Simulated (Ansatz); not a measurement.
Reaction (substitution at a C–C bond): `CC(C)[Si]F` + `C[O][Ge]([OH])([O]C)[O]C` → `C[O][Ge]([O]C)([O]C)[O]C` + `CC[Si]F`

Gas-phase electronic energies from Ansatz, PBE0-D4/def2-TZVP geometries. CBS: MP2 limit from def2 TZ/QZ plus the TZ coupled-cluster correction, frozen cores. Functionals use def2-TZVPP. For Ge outer-core shells are correlated without core-valence functions, which leaves a few kJ/mol of doubt a bond. Scalar relativity is left out up to krypton. One conformer a species, not always the lowest.

| species | B2PLYP energy (Eh) |
| --- | --- |
| `CC(C)[Si]F` | -507.69730 |
| `C[O][Ge]([OH])([O]C)[O]C` | -2497.82044 |
| `C[O][Ge]([O]C)([O]C)[O]C` | -2537.08856 |
| `CC[Si]F` | -468.41064 |

(1) Work out ΔE.

Largest T1 diagnostic among the species: 0.013.

## Answers

(1) ΔE = (-2537.08856) + (-468.41064) − (-507.69730) − (-2497.82044) = 0.01854 Eh = +48.7 kJ/mol. CCSD(T)/CBS gives +53.0 kJ/mol.

At CCSD(T), def2-SVP lies −7.2 kJ/mol from the extrapolated value and def2-TZVPP −1.3 kJ/mol. Leaving LDA and LC-ωPBE aside and taking each functional with its dispersion term where it has one, the values, not all of them listed here, spread over 11.1 kJ/mol, from BLYP-D4 to PBE-QIDH. LDA lies +5.6 kJ/mol from PBE without D4.
